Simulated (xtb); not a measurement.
Ga(H)(F)(OMe) (CH4FGaO), SMILES [O]([GaH][F])C. All values are semi-empirical tight-binding results from xtb (GFN2-xTB unless named), good for trends rather than for accurate numbers. Geometry optimised at GFN2-xTB. The structure was generated by enumeration; whether it is a known compound was not checked. Other conformers were not sampled.

For metal compounds this method's bond lengths and energies can be far off.

```
Quantity                                      Result
-------------------------------------  -------------
point group as xtb finds it                       Cs
orbital gap                                  4.33 eV
zero-point energy                      29.4 kcal/mol
G − E(el) at 298.15 K (modified RRHO)   9.7 kcal/mol
```
